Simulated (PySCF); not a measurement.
Ga(Cl)2(NH2) (Cl₂GaH₂N), SMILES [NH2][Ga]([Cl])[Cl].

The structure is a stationary point at PBE0-D3(BJ)/def2-SVP. The structure was generated by enumeration; whether it is a known compound was not checked. One conformer was computed; it need not be the lowest.

These are PBE/def2-TZVP run with PySCF values and carry that method's errors.

Symmetry labels are those of the subgroup C2v that the program uses (full group C2v).

Question: List the valence orbital energies around the gap with their symmetry. (Estimate from the structure and the level; the computed values follow.)

Answer: 
| orbital | symmetry | energy (eV) |
|---|---|---|
| HOMO−7 | A1 | -12.01 |
| HOMO−6 | A1 | -9.76 |
| HOMO−5 | B2 | -9.19 |
| HOMO−4 | B1 | -8.32 |
| HOMO−3 | A1 | -7.87 |
| HOMO−2 | A2 | -7.82 |
| HOMO−1 | B2 | -7.65 |
| HOMO | B1 | -6.66 |
| LUMO | A1 | -2.02 |
| LUMO+1 | B1 | -1.28 |
| LUMO+2 | A1 | 0.24 |
| LUMO+3 | B2 | 1.15 |
